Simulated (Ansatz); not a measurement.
Breaking the O4–H5 bond in BH3O (SMILES BO) (multiplicity 1 held, fragments rigid). Energies count from the point at 0.963 Å.
Geometry at that point (charge 0, multiplicity 1):
```xyz
5

B     -0.4484    -0.5534     0.0610
H     -0.3382    -1.3375     0.9518
H     -1.3024    -0.6419    -0.7734
O      0.4452     0.4596     0.0279
H      0.3210     1.0699    -0.7069
```

R- and RO- levels are restricted; in cc, def2 and unpolarised 6-31G sets they are followed outwards from rest. U- levels take the lowest unrestricted solution at each point, which mixes spins at long bonds. Active spaces are followed from a long bond inwards. Curves can end on different states.

Correlated levels freeze the cores.

Run with Ansatz (a program for electronic structure). Values without a source in brackets are computed.

Energies in kcal/mol.

```csv
R (Å),U-SCS-MP2/cc-pVDZ,U-CCSD/cc-pVDZ,U-CCSD(T)/cc-pVDZ,R-CCSDT/cc-pVDZ,"FIC-MRCISD+Q on CASSCF(4,3)/cc-pVDZ"
0.771,37.6,37.3,37.6,37.6,37.4
0.867,7.5,7.3,7.5,7.5,7.4
0.963,0.0,0.0,0.0,0.0,0.0
1.060,4.3,4.5,4.2,4.2,4.3
1.156,14.5,14.7,14.3,14.2,14.4
1.300,34.0,34.2,33.2,33.1,33.5
1.445,68.8,54.0,52.4,51.8,52.3
1.686,98.8,81.8,78.6,76.4,76.8
1.926,106.3,96.9,95.1,91.1,91.3
2.215,108.3,101.9,101.6,99.2,99.2
2.601,108.7,102.8,102.8,102.6,102.6
3.082,108.7,102.9,102.9,103.4,103.5
```

Doubts at one or more of the structures used: a spin-contaminated determinant (U-SCS-MP2/cc-pVDZ, U-CCSD/cc-pVDZ, U-CCSD(T)/cc-pVDZ); T1 above 0.05 (U-CCSD/cc-pVDZ, U-CCSD(T)/cc-pVDZ); the program's own flag: large difference (U-CCSD/cc-pVDZ, U-CCSD(T)/cc-pVDZ); a restricted determinant that unrestricted orbitals would lower (R-CCSDT/cc-pVDZ); other coupled-cluster roots lie near (R-CCSDT/cc-pVDZ); active orbitals that take no part (FIC-MRCISD+Q on CASSCF(4,3)/cc-pVDZ).
